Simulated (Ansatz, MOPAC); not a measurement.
Species: C4H5GeO, charge 0, multiplicity 2. SMILES: [GeH2][c]1ccco1

Atoms: Ge1, C2, C3, C4, C5, O6, H7, H8, H9, H10, H11. Bonds: Ge1-C2, Ge1-H7, Ge1-H8, C2-C3, C2-O6, C3-C4, C3-H9, C4-C5, C4-H10, C5-O6, C5-H11.

Bond lengths (Å) and angles (degrees) optimised at PM3 with MOPAC; PM6 with MOPAC; B3LYP/6-31G* with LANL2DZ past Ar with Ansatz (a program for electronic structure), each started from the B3LYP-D3(BJ)/def2-TZVP structure (Ansatz) of the last column. A row stands for all coordinates that are equal there; 13 of 26 kinds are shown. 6-31G* holds six Cartesian d functions.

| coordinate | PM3 | PM6 | B3LYP/6-31G* with LANL2DZ past Ar | B3LYP-D3(BJ)/def2-TZVP |
|---|---|---|---|---|
| Ge1-C2 | 1.803 | 1.842 | 1.937 | 1.926 |
| Ge1-H7 | 1.493 | 1.496 | 1.553 | 1.544 |
| Ge1-H8 | 1.492 | 1.495 | 1.555 | 1.545 |
| C2-C3 | 1.396 | 1.388 | 1.378 | 1.372 |
| C2-O6 | 1.379 | 1.410 | 1.381 | 1.377 |
| C3-C4 | 1.429 | 1.435 | 1.426 | 1.423 |
| C3-H9 | 1.087 | 1.073 | 1.081 | 1.077 |
| C4-C5 | 1.385 | 1.375 | 1.365 | 1.359 |
| Ge1-C2-C3 | 133.7 | 132.6 | 132.8 | 132.5 |
| Ge1-C2-O6 | 117.1 | 118.2 | 118.4 | 118.7 |
| C3-C2-O6 | 109.3 | 109.3 | 108.5 | 108.5 |
| C2-C3-C4 | 106.8 | 107.2 | 107.3 | 107.3 |
| C2-O6-C5 | 107.5 | 106.2 | 107.5 | 107.7 |

Mean signed difference of all 11 bond lengths from B3LYP-D3(BJ)/def2-TZVP: PM3 -0.011 Å, PM6 -0.008 Å, B3LYP/6-31G* with LANL2DZ past Ar 0.006 Å.
